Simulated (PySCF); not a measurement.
**A ladder of Hamiltonians for Cd³⁰⁺ (cadmium, charge +30)**

Occupied: 1s1/2, 2s1/2, 2p1/2, 2p3/2, 3s1/2, 3p1/2, 3p3/2. Hartree-Fock calculated with PySCF 2.14 in an uncontracted even-tempered set (21 s from 2.1 bohr⁻², ratio 2.3; 16 p from 2.6 bohr⁻², ratio 2.3), Gaussian nucleus throughout. NR is non-relativistic, sf-X2C the spin-free one-electron X2C Hamiltonian, X2C adds the bare one-electron spin-orbit term, X2C-SNSO screens it by Boettger's factors, DC is four-component Dirac-Coulomb, and the Gaunt and Breit terms are added at first order (total energies over the DC spinors, levels after relaxing the spinors in that mean field). QED terms are absent. Levels marked empty are virtual spinors of this ion; the basis has s and p functions only, so 3d, which can lie below the n = 4 levels, is absent.

```
Hamiltonian  E (hartree)  E − E(DC) (hartree)  CPU seconds
         NR   -4825.1736             127.7683         0.35
     sf-X2C   -4950.5119               2.4300         0.27
        X2C   -4951.7482               1.1938         0.26
   X2C-SNSO   -4951.6444               1.2976         0.26
         DC   -4952.9419               0.0000           14
   DC+Gaunt   -4948.9442               3.9977           24
   DC+Breit   -4949.3306               3.6113           74
```

Task: Give the 3p spin-orbit interval with each Hamiltonian that has one.

Result: X2C 47.54; X2C-SNSO 45.48; DC 45.23; DC+Gaunt 44.60; DC+Breit 44.59 (eV).

| level (eV) | NR | sf-X2C | X2C | X2C-SNSO | DC | DC+Gaunt | DC+Breit |
| --- | --- | --- | --- | --- | --- | --- | --- |
| 1s1/2 | -27484.2 | -28342.7 | -28340.7 | -28340.8 | -28362.9 | -28302.3 | -28306.7 |
| 2s1/2 | -5313.2 | -5534.3 | -5533.7 | -5533.8 | -5536.3 | -5530.5 | -5530.8 |
| 2p1/2 | -5053.0 | -5116.3 | -5258.2 | -5251.9 | -5252.7 | -5242.9 | -5244.0 |
| 2p3/2 | -5053.0 | -5116.3 | -5051.5 | -5054.1 | -5056.2 | -5049.2 | -5050.2 |
| 3s1/2 | -1953.5 | -2013.7 | -2013.6 | -2013.6 | -2014.1 | -2012.9 | -2013.0 |
| 3p1/2 | -1847.4 | -1869.4 | -1902.0 | -1900.5 | -1900.7 | -1898.5 | -1898.8 |
| 3p3/2 | -1847.4 | -1869.4 | -1854.4 | -1855.0 | -1855.4 | -1853.9 | -1854.2 |
| 4s1/2 (empty) | -948.79 | -970.81 | -970.77 | -970.77 | -970.95 | -970.50 | -970.56 |
| 4p1/2 (empty) | -910.03 | -919.10 | -930.12 | -929.63 | -929.69 | -928.93 | -929.04 |
| 4p3/2 (empty) | -910.03 | -919.10 | -914.03 | -914.24 | -914.37 | -913.83 | -913.95 |

Weight of the small component: 1s1/2 0.0310, 2s1/2 0.00667, 2p1/2 0.00662, 2p3/2 0.00636, 3s1/2 0.00231, 3p1/2 0.00225, 3p3/2 0.00219, 4s1/2 0.00104, 4p1/2 0.00102, 4p3/2 0.000993.

Koopmans' value for the highest occupied level at DC+Breit: 1854.2 eV, against an ionisation energy of 1852 ± 5 eV (semi-empirical (NIST evaluation); NIST Atomic Spectra Database, ionization energies); the former lacks relaxation, correlation, QED and recoil.

The whole ladder took 120 s of wall time on 1 thread of Intel(R) Xeon(R) 6975P-C (shared host), launched as `OMP_NUM_THREADS=1 python relrun2.py TASK.json OUT` (a driver that calls PySCF for each Hamiltonian).

Dirac-Coulomb iterations, started from the X2C spinors:

```
with_ssss True, with_gaunt False, with_breit False
light speed = 137.03599967994
init E= -4941.20545097744
cycle= 1 E= -4952.94156003818  delta_E= -11.7  |g|= 0.918  |ddm|= 0.0765
cycle= 2 E= -4952.94192621529  delta_E= -0.000366  |g|= 0.0176  |ddm|= 0.00898
cycle= 3 E= -4952.9419275087  delta_E= -1.29e-06  |g|= 0.00105  |ddm|= 0.000828
cycle= 4 E= -4952.94192751379  delta_E= -5.08e-09  |g|= 5.05e-06  |ddm|= 4.73e-05
```
